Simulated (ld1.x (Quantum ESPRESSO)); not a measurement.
## Pseudopotential generation for nitrogen (N): PAW, PBE, scalar-relativistic.

| Property | Result |
| --- | --- |
| Element | N |
| Generator | ld1.x (Quantum ESPRESSO) 7.5 |
| Type | PAW |
| Functional | PBE |
| Relativity | scalar-relativistic |
| Frozen core | [He] |
| Valence charge | 5 |
| Reference configuration | 2s1 2p4 |
| Partial waves | 2s (bound): rcut 0.65, rcutus 0.70 bohr; 2s channel at -0.9 Ry: rcut 0.65, rcutus 0.70 bohr; 2p (bound): rcut 1.05, rcutus 1.40 bohr; 2p channel at 1.3 Ry: rcut 1.05, rcutus 1.40 bohr; 3d channel at 0.3 Ry: rcut 1.10, rcutus 1.35 bohr; 3d channel at 2.7 Ry: rcut 1.10, rcutus 1.35 bohr |
| Local potential | all-electron potential smoothed inside 0.60 bohr (lloc = -2) |
| Core correction | Bessel-smoothed model core, default radius (core density twice the valence density) |
| Augmentation charge | PSQ, inside the norm-conserving radii |

Task: Does the generator finish with these settings?

Result: Yes, a potential is produced and its reference levels are reproduced.

Task: Does the potential have ghost states?

Result: Ghost state, extra bound levels that the all-electron valence spectrum of the same l lacks: s at -76.6 eV (d not tested). A true bound ghost makes a file unfit for plane-wave use.

Task: Is the overlap operator S = 1 + Σ q|β⟩⟨β| positive definite (Bessel basis up to 400 Ry)?

Result: No: its lowest eigenvalue is -48.342, in the d channel, so the generalised eigenproblem breaks down once the basis is large enough.

Task: Tests: 2s2 2p3; 2s2 2p2; 2s2 2p1; 2s1 2p3; 2s2 2p0; 2s1 2p0; 2s0 2p5. Which has the largest error in its energy relative to the reference configuration, and how large is it?

Result: 2s1 2p0, with -21 meV (all-electron minus pseudo) on +155.84 eV.

Its overlap operator is not positive definite in a basis up to 400 Ry (lowest eigenvalue d -48.34), so the file is unfit for use: the generalised eigenproblem breaks down once the basis is large enough, and its test numbers describe a broken file.
